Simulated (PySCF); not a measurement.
## Polarisability and C₆ of Mg(2+) (magnesium, charge +2)

[Ne], closed-shell 1S. All numbers are calculated (PySCF 2.14, scalar relativity by spin-free X2C-1e, in x2c-TZVPPall with one added diffuse shell each of s, p, d type (6s5p4d, 41 functions)). Coupled (time-dependent) response in atomic units; α is the mean over directions.

| method | mean α (bohr³) | C₆ (like pair) | S(−4) |
| --- | --- | --- | --- |
| UHF | 0.3333 | 0.3107 | 0.03723 |
| PBE | 0.3785 | 0.3590 | 0.05323 |
| PBE0 | 0.3633 | 0.3425 | 0.04752 |
| BLYP | 0.3816 | 0.3621 | 0.05445 |
| BHandHLYP | 0.3545 | 0.3332 | 0.04427 |

S(−4) is the Cauchy moment in α(ω) = α(0) + S(−4) ω² + …

α(iu) at BLYP:

```csv
u (hartree),α(iu) (bohr³)
0,0.3816
0.0500,0.3815
0.100,0.3811
0.200,0.3795
0.300,0.3768
0.500,0.3687
0.750,0.3542
1.00,0.3364
1.50,0.2970
2.00,0.2590
3.00,0.1985
5.00,0.1274
```

For an ion, C₆ is the dispersion term alone; charge-induced terms of lower order in 1/R come first.
